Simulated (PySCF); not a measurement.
Species: C8H13P.
SMILES with atom numbers: `[CH3:1][C:2]#[C:3][P:4]1[CH2:5][CH2:6][CH2:7][CH2:8][CH2:9]1`

NICS = −σ at a ghost point: NICS(0) at the centroid of the ring atoms, NICS(1) 1 Å to either side along the normal of their mean plane, zz for the tensor component along that normal. Level: GIAO PBE0/pcSseg-1 (PySCF, non-relativistic, gas phase) on the GFN2-xTB geometry, one conformer.

Ring bond lengths (Å), with Mayer bond orders in brackets: P4–C5 1.865 (0.97), C5–C6 1.524 (1.02), C6–C7 1.526 (1.03), C7–C8 1.526 (1.03), C8–C9 1.524 (1.02), C9–P4 1.865 (0.97).

Task: What do the NICS probes read (ppm)?

Result: 
```tsv
ring	type	NICS(0)	NICS(1), two faces	NICS(1)zz, two faces	rms pucker (Å)	centre to ring atoms, mean (Å)
P4–C5–C6–C7–C8–C9	6-membered ring with P; formal bonds all single	-1.4	-2.2 / -1.6	3.0 / 3.2	0.25	1.57
```

Task: What do they say, and how far can they be read as aromaticity?

Result: 
- P4–C5–C6–C7–C8–C9: mean NICS(1)zz 3.1 ppm, deshielded. C5, C6, C7, C8, C9 have four or more neighbours, so the value isn't read as a sign of a π ring current.

Task: What is the mean of the two in-plane components of NICS at the second NICS(1) probe listed for ring P4–C5–C6–C7–C8–C9, 1 Å off the ring?

Result: The isotropic value is a third of the trace: (3 × -1.6 − (3.2))/2 = -4.0 ppm.

Task: List the ring angles and the Hirshfeld charges of the ring atoms.

Result: 
- P4–C5–C6–C7–C8–C9: P4 97.6° (+0.163 e), C5 114.6° (-0.112 e), C6 112.2° (-0.073 e), C7 111.5° (-0.070 e), C8 112.2° (-0.073 e), C9 114.6° (-0.112 e); sum 662.7° against 720° for a flat convex ring.

Task: How shielded are the nuclei of the rings and their hydrogens (means over atoms taken as equivalent)?

Result: 
```
       atoms                     environment  σ isotropic (ppm)  principal values of the symmetric part, first atom (ppm)
          P4            phosphine phosphorus              390.8                                       349.7, 387.4, 435.2
     C5 (×2)  sp3 carbon bound to phosphorus              158.2                                       147.3, 160.2, 167.1
     C6 (×2)                 ring CH2 carbon              159.6                                       152.3, 162.7, 163.8
          C7                 ring CH2 carbon              155.1                                       149.7, 154.6, 161.2
H on C5 (×4)              methylene hydrogen              30.18                                          25.7, 27.5, 36.8
H on C6 (×4)              methylene hydrogen              29.67                                          24.6, 27.8, 37.3
H on C7 (×2)              methylene hydrogen              30.26                                          27.1, 28.5, 36.2
```

Hardware: an Arm Neoverse V1 with one thread, shared host with 32 logical CPUs at a one-minute load of 11. Cost: 46 s wall, 1.0 GiB resident at most. This is the whole shielding run at PBE0/pcSseg-1, SCF included.
